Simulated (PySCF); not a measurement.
C7H14O2Si.
Structure used (GFN2-xTB), in Å, numbered top down from 1:
```
atom  x, y, z in Å
C1     3.253   -0.228   -0.561
C2     1.866   -0.658   -0.144
O3     1.389   -1.702   -0.510
C4     1.109    0.322    0.731
C5     0.662    1.507   -0.151
O6    -0.457    1.132   -0.897
Si7   -1.392   -0.027   -0.171
C8    -1.694   -1.461   -1.370
C9    -3.041    0.729    0.410
C10   -0.170   -0.310    1.275
H11    3.660    0.540    0.090
H12    3.910   -1.095   -0.576
H13    3.203    0.158   -1.578
H14    1.776    0.685    1.518
H15    0.400    2.355    0.494
H16    1.445    1.828   -0.843
H17   -2.449   -2.133   -0.977
H18   -2.049   -1.087   -2.325
H19   -0.790   -2.033   -1.547
H20   -3.605    1.085   -0.446
H21   -2.902    1.568    1.084
H22   -3.652   -0.010    0.918
H23   -0.485    0.208    2.180
H24    0.003   -1.352    1.529
```

Probes without a nucleus sit at each ring's centroid and 1 Å off its mean plane on both sides; NICS is minus the shielding there, NICSzz its component along the normal. Level: GIAO PBE0/pcSseg-1 (PySCF, non-relativistic, gas phase) on the GFN2-xTB geometry, one conformer.

Ring bond lengths (Å), with Mayer bond orders in brackets: C4–C5 1.543 (0.97), C5–O6 1.395 (0.93), O6–Si7 1.657 (0.93), Si7–C10 1.914 (0.88), C10–C4 1.527 (1.02).

Problem. Give the NICS values of each ring in ppm.

Solution. 
| ring | type | NICS(0) | NICS(1), two faces | NICS(1)zz, two faces | rms pucker (Å) | centre to ring atoms, mean (Å) |
| --- | --- | --- | --- | --- | --- | --- |
| C4–C5–O6–Si7–C10 | 5-membered ring with O and Si; formal bonds all single | -6.3 | -3.0 / -4.1 | -3.6 / -5.1 | 0.16 | 1.35 |

Problem. What can be read from them?

Solution. 
- C4–C5–O6–Si7–C10: mean NICS(1)zz -4.3 ppm, shielded. C4, C5, Si7, C10 have four or more neighbours, and the NICS criterion for π rings isn't applied.

Problem. How shielded are the nuclei of the rings and their hydrogens (means over atoms taken as equivalent)?

Solution. 
```json
{"atoms": "C4", "environment": "sp3 carbon next to a carbonyl", "σ isotropic (ppm)": "128.9", "principal values of the symmetric part, first atom (ppm)": "107.2, 128.7, 150.8"}
{"atoms": "C5", "environment": "sp3 carbon bound to oxygen", "σ isotropic (ppm)": "114.7", "principal values of the symmetric part, first atom (ppm)": "78.3, 109.5, 156.4"}
{"atoms": "O6", "environment": "silyl ether oxygen", "σ isotropic (ppm)": "288.1", "principal values of the symmetric part, first atom (ppm)": "240.7, 282.0, 341.7"}
{"atoms": "Si7", "environment": "oxygen-bound silicon", "σ isotropic (ppm)": "311.7", "principal values of the symmetric part, first atom (ppm)": "288.9, 294.9, 351.4"}
{"atoms": "C10", "environment": "sp3 carbon bound to silicon", "σ isotropic (ppm)": "171.4", "principal values of the symmetric part, first atom (ppm)": "162.5, 170.0, 181.8"}
{"atoms": "H14", "environment": "methine hydrogen", "σ isotropic (ppm)": "28.73", "principal values of the symmetric part, first atom (ppm)": "23.6, 28.3, 34.2"}
{"atoms": "H15", "environment": "methylene hydrogen", "σ isotropic (ppm)": "27.65", "principal values of the symmetric part, first atom (ppm)": "22.4, 26.2, 34.3"}
{"atoms": "H16", "environment": "methylene hydrogen", "σ isotropic (ppm)": "27.37", "principal values of the symmetric part, first atom (ppm)": "22.8, 26.7, 32.6"}
{"atoms": "H23", "environment": "methylene hydrogen", "σ isotropic (ppm)": "31.25", "principal values of the symmetric part, first atom (ppm)": "26.4, 29.0, 38.4"}
{"atoms": "H24", "environment": "methylene hydrogen", "σ isotropic (ppm)": "30.47", "principal values of the symmetric part, first atom (ppm)": "27.0, 28.1, 36.3"}
```
